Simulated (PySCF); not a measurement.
SiHClBr2, SMILES Cl[SiH](Br)Br.

The structure is a stationary point at B3LYP-D3(BJ)/def2-SVP.

Level of theory: TDDFT-LC-ωPBE/def2-SVPD (PySCF).

Vertical excitations. Gas-phase values at a fixed geometry. State labels are in the subgroup Cs.

| state | symmetry | energy (eV) | λ (nm) | f | main pairs |
|---|---|---|---|---|---|
| S1 | A" | 6.77 | 183 | 0.014 | HOMO→LUMO 83 % |
| S2 | A" | 6.99 | 177 | 0.009 | HOMO−1→LUMO 75 % |
| S3 | A' | 7.05 | 176 | 0.020 | HOMO−2→LUMO 79 % |
| S4 | A' | 7.31 | 170 | 0.037 | HOMO−3→LUMO 59 %, HOMO→LUMO+1 19 % |
| S5 | A' | 7.95 | 156 | 0.006 | HOMO−4→LUMO 34 %, HOMO→LUMO+1 17 %, HOMO−3→LUMO 17 %, HOMO−4→LUMO+2 11 % |
| S6 | A" | 8.07 | 154 | 0.030 | HOMO→LUMO+2 52 %, HOMO−2→LUMO+1 9 %, HOMO−5→LUMO 8 % |
| S7 | A' | 8.14 | 152 | 0.008 | HOMO−2→LUMO+2 48 %, HOMO−1→LUMO+1 9 %, HOMO−3→LUMO+2 9 %, HOMO→LUMO+1 7 % |
| S8 | A" | 8.14 | 152 | 0.002 | HOMO−1→LUMO+2 43 %, HOMO→LUMO+2 20 %, HOMO−2→LUMO+1 9 % |
| S9 | A" | 8.24 | 150 | 0.059 | HOMO−5→LUMO 46 %, HOMO−2→LUMO+1 16 %, HOMO−5→LUMO+2 9 % |
| S10 | A' | 8.32 | 149 | 0.023 | HOMO−1→LUMO+1 27 %, HOMO→LUMO+1 21 %, HOMO−4→LUMO 8 %, HOMO−1→LUMO+5 7 % |
| T1 | A" | 6.21 | 200 | 0 | HOMO→LUMO 77 % |
| T2 | A" | 6.43 | 193 | 0 | HOMO−1→LUMO 72 % |
| T3 | A' | 6.47 | 192 | 0 | HOMO−2→LUMO 73 % |
| T4 | A' | 6.67 | 186 | 0 | HOMO−3→LUMO 61 %, HOMO→LUMO+1 17 % |
Triplets are in the Tamm–Dancoff approximation, which puts them higher than full response would, so one can lie above its singlet here.
